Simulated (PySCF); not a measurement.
## Electronic absorption of C6H8NP

C6H8NP.
SMILES: `N#CCP1C=CCC1`

Method: TDDFT CAM-B3LYP/def2-SVPD, vertical, gas phase, core orbitals frozen in the response in PySCF. One conformer (not necessarily the lowest) at the GFN2-xTB geometry, without solvent, vibrations or thermal averaging.

Problem. What does the calculation give for the low-lying excited states?

Solution. 

```json
{"state": "S1", "E (eV)": "5.55", "λ (nm)": "223.4", "f": "0.101", "|μ| (D)": "2.19", "main configurations (H = HOMO, L = LUMO)": "H→L (92%)"}
{"state": "S2", "E (eV)": "6.35", "λ (nm)": "195.3", "f": "0.051", "|μ| (D)": "1.46", "main configurations (H = HOMO, L = LUMO)": "H→L+2 (63%), H→L+1 (26%)"}
{"state": "S3", "E (eV)": "6.42", "λ (nm)": "193.2", "f": "0.054", "|μ| (D)": "1.49", "main configurations (H = HOMO, L = LUMO)": "H→L+1 (54%), H→L+2 (21%), H→L+3 (8%)"}
{"state": "S4", "E (eV)": "6.89", "λ (nm)": "179.8", "f": "0.091", "|μ| (D)": "1.86", "main configurations (H = HOMO, L = LUMO)": "H-1→L (54%), H→L+3 (10%), H→L+4 (10%)"}
{"state": "S5", "E (eV)": "6.98", "λ (nm)": "177.6", "f": "0.034", "|μ| (D)": "1.14", "main configurations (H = HOMO, L = LUMO)": "H-1→L (28%), H→L+4 (26%), H→L+3 (19%)"}
{"state": "S6", "E (eV)": "7.20", "λ (nm)": "172.2", "f": "0.026", "|μ| (D)": "0.98", "main configurations (H = HOMO, L = LUMO)": "H→L+3 (48%), H→L+4 (32%)"}
{"state": "S7", "E (eV)": "7.33", "λ (nm)": "169.2", "f": "0.016", "|μ| (D)": "0.77", "main configurations (H = HOMO, L = LUMO)": "H→L+5 (42%), H→L+7 (13%)"}
{"state": "S8", "E (eV)": "7.56", "λ (nm)": "164.0", "f": "0.013", "|μ| (D)": "0.67", "main configurations (H = HOMO, L = LUMO)": "H-3→L (39%), H-2→L (8%)"}
```

Triplets, Tamm–Dancoff:

| state | E (eV) | λ (nm) | main configurations (H = HOMO, L = LUMO) |
| --- | --- | --- | --- |
| T1 | 4.10 | 302.1 | H→L (62%), H-1→L (18%) |
| T2 | 5.17 | 240.0 | H-1→L (32%), H→L (19%), H→L+4 (12%) |
| T3 | 5.32 | 233.1 | H→L+2 (65%) |

The lowest singlet lies at 5.55 eV (223 nm, ultraviolet) and is of moderate strength; its leading configuration is HOMO→LUMO (92%). The lowest level is also the most intense of those listed (f = 0.101). Löwdin shares by element: HOMO phosphorus 43%, carbon 35% or more (atoms not listed hold the other 22%); LUMO carbon 54% or more, phosphorus 15% (atoms not listed hold the other 31%). The listed states span 2.01 eV, and the widest gap between neighbours is 0.80 eV (S1 to S2). Weighted by f, the mean energy of these states is 6.47 eV. Of the 8 states listed, 8 reach f = 0.01 and none stays under 0.0005. Singlets were solved by full linear response, triplets in the Tamm–Dancoff approximation.
